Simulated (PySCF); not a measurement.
H6PSi, SMILES [PH3+][SiH3], charge +1.

Geometry optimised at B3LYP-D3(BJ)/def2-TZVP. The isomer is the one that the SMILES or the coordinates give; other isomers of the formula were not compared.

The numbers are results of PBE/def2-TZVPD (PySCF), not measurements.

Symmetry labels are those of the subgroup Cs that the program uses (full group C3v).

Q: List the valence orbital energies around the gap with their symmetry. (The exact figures need the calculation; the answer reports its results.)

A: 
```json
[
 {"orbital": "HOMO−7", "symmetry": "A'", "energy (eV)": "-100.05"},
 {"orbital": "HOMO−6", "symmetry": "A'", "energy (eV)": "-23.15"},
 {"orbital": "HOMO−5", "symmetry": "A'", "energy (eV)": "-18.92"},
 {"orbital": "HOMO−4", "symmetry": "A\"", "energy (eV)": "-16.53"},
 {"orbital": "HOMO−3", "symmetry": "A'", "energy (eV)": "-16.53"},
 {"orbital": "HOMO−2", "symmetry": "A'", "energy (eV)": "-14.37"},
 {"orbital": "HOMO−1", "symmetry": "A\"", "energy (eV)": "-14.12"},
 {"orbital": "HOMO", "symmetry": "A'", "energy (eV)": "-14.12"},
 {"orbital": "LUMO", "symmetry": "A'", "energy (eV)": "-6.58"},
 {"orbital": "LUMO+1", "symmetry": "A\"", "energy (eV)": "-6.58"},
 {"orbital": "LUMO+2", "symmetry": "A'", "energy (eV)": "-6.51"},
 {"orbital": "LUMO+3", "symmetry": "A'", "energy (eV)": "-5.73"}
]
```
